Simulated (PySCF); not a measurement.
SCF from a fresh guess for singlet PbH₂, at the PBE0 minimum. PySCF input:

```python
from pyscf import gto, scf, dft
mol = gto.M(atom='''
Pb     0.000000     0.000000    -0.012493
H      1.304566    -0.000000     1.288991
H     -1.304566     0.000000     1.288991''',
    basis={'Pb': 'def2-TZVP', 'H': 'def2-TZVP'},
    ecp={'Pb': 'def2-TZVP'},
    charge=0, spin=0)
mf = dft.RKS(mol, xc='PBE0')
mf.grids.atom_grid = (50, 194)
aux = {'Pb': 'def2-universal-JKFIT', 'H': 'def2-universal-JKFIT'}
mf = mf.density_fit(auxbasis=aux)
mf.conv_tol = 1e-08
mf.diis_space = 10
mf.max_cycle = 60
mf.init_guess = 'minao'
mf.verbose = 4
mf.kernel()
```

Excerpt of the output (cycles and frontier levels):

```
init E= -161.828983083805
  HOMO = -0.715585160301876  LUMO = -0.617906801326962  gap/eV = 2.65796
cycle= 1 E= -193.280866593828  delta_E= -31.5  |g|= 1.85  |ddm|= 10.4
  HOMO = -0.0993330746231162  LUMO = 0.0102142142775792  gap/eV = 2.98093
cycle= 2 E= -193.280578843594  delta_E= 0.000288  |g|= 2.09  |ddm|= 5.92
  HOMO = -0.233443443840516  LUMO = -0.0931082272387895  gap/eV = 3.81872
cycle= 3 E= -194.022439752693  delta_E= -0.742  |g|= 0.0719  |ddm|= 2.52
  HOMO = -0.246095206270328  LUMO = -0.104708048213825  gap/eV = 3.84734
cycle= 4 E= -194.023020826741  delta_E= -0.000581  |g|= 0.0492  |ddm|= 0.113
  HOMO = -0.246894932202712  LUMO = -0.104570726549679  gap/eV = 3.87284
cycle= 5 E= -194.023338718168  delta_E= -0.000318  |g|= 0.00512  |ddm|= 0.0366
  HOMO = -0.247119703169635  LUMO = -0.104393456426783  gap/eV = 3.88378
cycle= 6 E= -194.023346285002  delta_E= -7.57e-06  |g|= 0.00109  |ddm|= 0.00783
  HOMO = -0.247061695671002  LUMO = -0.104447166145725  gap/eV = 3.88074
cycle= 7 E= -194.023346785396  delta_E= -5e-07  |g|= 6.35e-05  |ddm|= 0.00208
  HOMO = -0.24705001611324  LUMO = -0.104436533057237  gap/eV = 3.88071
cycle= 8 E= -194.023346786493  delta_E= -1.1e-09  |g|= 3.04e-06  |ddm|= 0.000113
  HOMO = -0.247050399571852  LUMO = -0.104436766463688  gap/eV = 3.88071
Extra cycle  E= -194.023346786498  delta_E= -5.43e-12  |g|= 7.26e-07  |ddm|= 8.36e-06
converged SCF energy = -194.023346786498
```

No lower solution of this spin was found by a stability analysis within the restricted form, which does not test spin polarisation.

With an element this heavy the missing spin–orbit coupling can shift these numbers.

The search for the lowest solution, with the stability check, took 1.9 s on 2 threads of a shared Arm Neoverse N1 host, with 62 basis functions; the process peaked at 0.26 GiB.
